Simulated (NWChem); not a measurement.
System: MoN2H3OF; SMILES [NH]=[Mo]([NH2])([F])=[O]

```xyz
8

Mo    -0.0488     0.0227     0.0208
O     -0.9158    -0.0782     1.4509
N     -1.0624    -0.2464    -1.3491
H     -2.0135    -0.4172    -1.6746
F      0.7657     1.6904    -0.1317
N      1.2569    -1.3822    -0.0252
H      1.7088    -1.7309     0.8171
H      1.4291    -1.9942    -0.8171
```
Atoms are numbered in this order, from 1.

Results from NWChem. Coordinates come from a PBE0/def2-SVP optimisation. Not confirmed as a minimum by frequencies. def2 effective core potentials on Mo; no spin-orbit coupling.

Q: Predict the results for PBE/def2-SVPD. Quantities: highest occupied level (eV); orbital gap (eV); dipole (D).

A: The highest occupied level (eV) comes out as -6.89. The orbital gap (eV) comes out as 4.14 and the dipole (D) is 3.07.
